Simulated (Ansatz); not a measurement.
Calculation: frozen-core CCSD(T)/def2-TZVPD // CAM-B3LYP-D3(BJ)/def2-TZVPD in Ansatz (an electronic-structure program).

Ansatz 0.2 input:
```yaml
crystal:
  periodic: [false, false, false]
  atoms:
    - { symbol: C, position_ang: [2.366538, -0.040222, -0.004745] }
    - { symbol: N, position_ang: [1.207168, 0.009323, -0.00439] }
    - { symbol: Si, position_ang: [-0.616765, 0.089153, -0.003878] }
    - { symbol: O, position_ang: [-1.199716, 1.515255, -0.09506] }
    - { symbol: H, position_ang: [-0.882297, -0.864091, -1.132283] }
    - { symbol: H, position_ang: [-0.874928, -0.709418, 1.240357] }
basis:
  gaussian: { orbitals: def2-TZVPD }
correlation:
  method: ccsd_t
total_charge: -1
```

Output:

```
Functional definition: HF
1127 factors; integrals over basis functions are off by at most 1.0e-3 eV
mean field evaluation 1: about -12444.6003 eV, gradient 3.3e1 eV
mean field evaluation 2: about -12444.7256 eV, gradient 3.3e1 eV
mean field evaluation 4: about -12447.3860 eV, gradient 3.9e0 eV
mean field evaluation 8: about -12447.4438 eV, gradient 3.6e-1 eV
mean field evaluation 16: about -12444.6012 eV, gradient 3.3e1 eV
mean field -12447.44427090 eV, -457.4351397746 hartree, gradient 3.4e-6 eV, S^2 0.000000; 0 other end points of the search recorded, 0 dependent functions left out
8 core orbitals not correlated
reference -12447.44427090 eV, -457.4351397746 hartree; 11, 11 occupied and 156, 156 virtual orbitals, 1127 factors
second order -18.95168888 eV of doubles, -0.00000000 eV of singles
cycle   1  -18.59782469 eV  change    3.5e-1 eV  update   1.3e-1
cycle   2  -19.18275563 eV  change   -5.8e-1 eV  update   4.3e-2
cycle   3  -19.34889636 eV  change   -1.7e-1 eV  update   2.1e-2
cycle   4  -19.33798458 eV  change    1.1e-2 eV  update   5.9e-3
cycle   5  -19.33393329 eV  change    4.1e-3 eV  update   2.6e-3
cycle   6  -19.33582661 eV  change   -1.9e-3 eV  update   9.1e-4
cycle   7  -19.33588378 eV  change   -5.7e-5 eV  update   3.1e-4
cycle   8  -19.33566894 eV  change    2.1e-4 eV  update   1.3e-4
cycle   9  -19.33564930 eV  change    2.0e-5 eV  update   4.5e-5
cycle  10  -19.33568181 eV  change   -3.3e-5 eV  update   1.9e-5
cycle  11  -19.33564819 eV  change    3.4e-5 eV  update   8.8e-6
cycle  12  -19.33564820 eV  change   -5.7e-9 eV  update   3.1e-6
perturbative correction -0.92060026 eV, -0.0338314357 hartree
Total energy: -12467.70051936 eV, -458.1795431755 hartree
```

Cost: very roughly 30 core-seconds.
